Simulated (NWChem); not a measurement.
System: CBClF$_{4}$; SMILES FB(Cl)C(F)(F)F

Parts of the log:

```
             Northwest Computational Chemistry Package (NWChem) 7.3.0
             --------------------------------------------------------

 C1  symmetry detected

                             Geometry "geometry" -> ""
                             -------------------------

 Output coordinates in angstroms (scale by  1.889725989 to convert to a.u.)

  No.       Tag          Charge          X              Y              Z
 ---- ---------------- ---------- -------------- -------------- --------------
    1 B                    5.0000     0.49466989     0.56314680    -0.02300888
    2 C                    6.0000    -0.13092485    -0.91949229    -0.00939593
    3 F                    9.0000    -1.19017686    -1.04315138    -0.83545599
    4 F                    9.0000    -0.54841165    -1.21766917     1.24674224
    5 F                    9.0000     0.77952448    -1.84936831    -0.36750068
    6 Cl                  17.0000    -0.54433238     1.96365657    -0.00595389
    7 F                    9.0000     1.79971405     0.70119531    -0.01349265

 Effective nuclear repulsion energy (a.u.)     375.2480498139

                                 NWChem DFT Module
                                 -----------------

 Summary of "ao basis" -> "ao basis" (spherical)
 ------------------------------------------------------------------------------
       Tag                 Description            Shells   Functions and Types
 ---------------- ------------------------------  ------  ---------------------
 B                         def2-tzvp                11       31   5s3p2d1f
 C                         def2-tzvp                11       31   5s3p2d1f
 F                         def2-tzvp                11       31   5s3p2d1f
 Cl                        def2-tzvp                13       37   5s5p2d1f

            General Information
            -------------------
          SCF calculation type: DFT
          Wavefunction type:  closed shell.
          No. of atoms     :     7
          No. of electrons :    64
           Alpha electrons :    32
            Beta electrons :    32
          Charge           :     0
          Spin multiplicity:     1
          Use of symmetry is: off; symmetry adaption is: off
          Maximum number of iterations: 150
          AO basis - number of functions:   223
                     number of shells:    79
          Convergence on energy requested:  1.00D-06
          Convergence on density requested:  1.00D-05
          Convergence on gradient requested:  5.00D-04

              XC Information
              --------------
                         PBE0 Method XC Functional
                     Hartree-Fock (Exact) Exchange  0.250
          PerdewBurkeErnzerhof Exchange Functional  0.750
            Perdew 1991 LDA Correlation Functional  1.000 local
           PerdewBurkeErnz. Correlation Functional  1.000 non-local

             Grid Information
             ----------------
          Grid used for XC integration:  medium
          Radial quadrature: Mura-Knowles
          Angular quadrature: Lebedev.
          Tag              B.-S. Rad. Rad. Pts. Rad. Cut. Ang. Pts.
          ---              ---------- --------- --------- ---------
          B                   0.85       49           8.0       434
          C                   0.70       49           9.0       434
          F                   0.50       49          11.0       434
          Cl                  1.00       88          10.0       590
          Grid pruning is: on
          Number of quadrature shells:   382
          Spatial weights used:  Erf1

      Superposition of Atomic Density Guess
      -------------------------------------

 Sum of atomic energies:        -919.35604313

      Non-variational initial energy
      ------------------------------

 Total energy =    -921.256791
 1-e energy   =   -2022.820632
 2-e energy   =     726.315792
 HOMO         =      -0.378404
 LUMO         =       0.023126

------------------------------------------------------------
EAF file 0: "./job.aoints.0" size=894435328 bytes
------------------------------------------------------------
               write      read    awrite     aread      wait
               -----      ----    ------     -----      ----
     calls:     1706         0         0         0         0
   data(b): 8.94e+08  0.00e+00  0.00e+00  0.00e+00
   time(s): 0.00e+00  0.00e+00  0.00e+00  0.00e+00  0.00e+00
rate(mb/s): 0.00e+00  0.00e+00
------------------------------------------------------------

     ---------------------------------------------
      Total Density - Mulliken Population Analysis
     ---------------------------------------------

    Atom       Charge   Shell Charges
 -----------   ------   -------------------------------------------------------
    1 B    5     4.27   0.92  1.06  0.51  0.43  0.05  0.62  0.41  0.06  0.07  0.09  0.03
    2 C    6     4.92   0.85  1.13  0.48  0.58  0.07  0.74  0.74  0.08  0.05  0.17  0.03
    3 F    9     9.38   0.77  1.20  0.61  1.00  0.31  2.33  2.31  0.84  0.00  0.01  0.00
    4 F    9     9.38   0.77  1.20  0.61  1.00  0.31  2.33  2.31  0.84  0.00  0.01  0.00
    5 F    9     9.38   0.77  1.20  0.61  1.00  0.31  2.33  2.31  0.84  0.00  0.01  0.00
    6 Cl  17    17.26   2.01  0.45  1.52  1.10  0.82  4.19  1.69  1.11  2.92  1.44  0.01  0.02  0.00
    7 F    9     9.41   0.77  1.20  0.61  0.99  0.32  2.36  2.32  0.82  0.00  0.01  0.00

   convergence    iter        energy       DeltaE   RMS-Dens  Diis-err
 ---------------- ----- ----------------- --------- --------- ---------
 d= 0,ls=0.0,diis     1   -922.0111452942 -1.30D+03  6.12D-03  2.63D+00
 d= 0,ls=0.0,diis     2   -921.7908011485  2.20D-01  3.50D-03  5.50D+00
 d= 0,ls=0.0,diis     3   -922.2405554023 -4.50D-01  5.07D-04  5.71D-02
 d= 0,ls=0.0,diis     4   -922.2433874247 -2.83D-03  2.34D-04  1.32D-02
 d= 0,ls=0.0,diis     5   -922.2443062950 -9.19D-04  5.39D-05  9.84D-04
  Resetting Diis
 d= 0,ls=0.0,diis     6   -922.2443847700 -7.85D-05  1.17D-05  2.34D-05
 d= 0,ls=0.0,diis     7   -922.2443864804 -1.71D-06  6.20D-06  2.03D-06
 d= 0,ls=0.0,diis     8   -922.2443864826 -2.23D-09  2.96D-06  2.32D-06

         Total DFT energy =     -922.244386482618
      One electron energy =    -2023.812735959215
           Coulomb energy =      805.390812153140
    Exchange-Corr. energy =      -79.070512490448
 Nuclear repulsion energy =      375.248049813904

 Numeric. integr. density =       64.000004053828

                       DFT Final Molecular Orbital Analysis
                       ------------------------------------

 Vector   30  Occ=2.000000D+00  E=-3.964805D-01
              MO Center= -6.0D-02,  3.7D-01,  2.7D-03, r^2= 3.6D+00
   Bfn.  Coefficient  Atom+Function         Bfn.  Coefficient  Atom+Function
  ----- ------------  ---------------      ----- ------------  ---------------
   170      0.336454  6 Cl px               199     -0.206246  7 F  py
   173      0.184517  6 Cl px                 7      0.175901  1 B  py
    69      0.172421  3 F  py               202     -0.168119  7 F  py
   100      0.161325  4 F  py               167      0.156231  6 Cl px
    38     -0.149000  2 C  py                72      0.143696  3 F  py

 Vector   31  Occ=2.000000D+00  E=-3.920906D-01
              MO Center= -3.9D-01,  1.8D+00, -1.6D-02, r^2= 1.6D+00
   Bfn.  Coefficient  Atom+Function         Bfn.  Coefficient  Atom+Function
  ----- ------------  ---------------      ----- ------------  ---------------
   172      0.522393  6 Cl pz               175      0.301448  6 Cl pz
   169      0.240290  6 Cl pz               163     -0.197874  6 Cl pz
   200     -0.111818  7 F  pz               166     -0.092421  6 Cl pz
   203     -0.091940  7 F  pz                 8      0.083618  1 B  pz
    11      0.078223  1 B  pz               206     -0.064085  7 F  pz

 Vector   32  Occ=2.000000D+00  E=-3.686782D-01
              MO Center= -3.2D-01,  1.2D+00,  4.4D-04, r^2= 3.1D+00
   Bfn.  Coefficient  Atom+Function         Bfn.  Coefficient  Atom+Function
  ----- ------------  ---------------      ----- ------------  ---------------
   171      0.343067  6 Cl py               170      0.326058  6 Cl px
   174      0.203102  6 Cl py               173      0.193702  6 Cl px
   168      0.159381  6 Cl py               167      0.150792  6 Cl px
    38      0.140163  2 C  py               131     -0.130868  5 F  py
   162     -0.129658  6 Cl py               161     -0.123156  6 Cl px

 Vector   33  Occ=0.000000D+00  E=-7.143715D-02
              MO Center=  3.1D-01,  5.5D-01, -5.1D-02, r^2= 2.4D+00
   Bfn.  Coefficient  Atom+Function         Bfn.  Coefficient  Atom+Function
  ----- ------------  ---------------      ----- ------------  ---------------
    11      0.488010  1 B  pz                 8      0.402939  1 B  pz
   175     -0.260057  6 Cl pz                14      0.233788  1 B  pz
   172     -0.185420  6 Cl pz               200     -0.180144  7 F  pz
   206     -0.178896  7 F  pz               203     -0.145368  7 F  pz
    98     -0.112606  4 F  s                 45      0.110999  2 C  pz

 Vector   34  Occ=0.000000D+00  E= 2.994784D-02
              MO Center=  7.1D-01,  7.3D-01, -5.5D-03, r^2= 6.0D+00
   Bfn.  Coefficient  Atom+Function         Bfn.  Coefficient  Atom+Function
  ----- ------------  ---------------      ----- ------------  ---------------
     5      2.733600  1 B  s                 36     -1.531116  2 C  s
   160     -0.729567  6 Cl s                 44     -0.614323  2 C  py
     9     -0.553303  1 B  px                 4     -0.448091  1 B  s
    13     -0.322103  1 B  py                43     -0.249988  2 C  px
   173     -0.249080  6 Cl px               197      0.248984  7 F  s

[...]
```

Level: PBE0/def2-TZVP. Structure relaxed at the B3LYP/6-31G* (spherical d) level.

Problem. Reconstruct the input file.

Solution. Several could match; the one computed here: the input that was run:
```
start job
memory heap 200 mb stack 900 mb global 1100 mb
geometry units angstroms noautoz
  B      0.451816    -0.581077     0.112868
  C     -0.106085     0.925896     0.025968
  F     -1.409174     1.016823     0.362677
  F      0.025485     1.379271    -1.246128
  F      0.584753     1.761671     0.829740
  Cl    -0.497793    -1.913809    -0.489886
  F      1.646968    -0.787203     0.614278
end
basis spherical
  * library def2-tzvp
end
dft
  xc pbe0
  iterations 150
  semidirect filesize 400000000
  mulliken
end
task dft energy
```
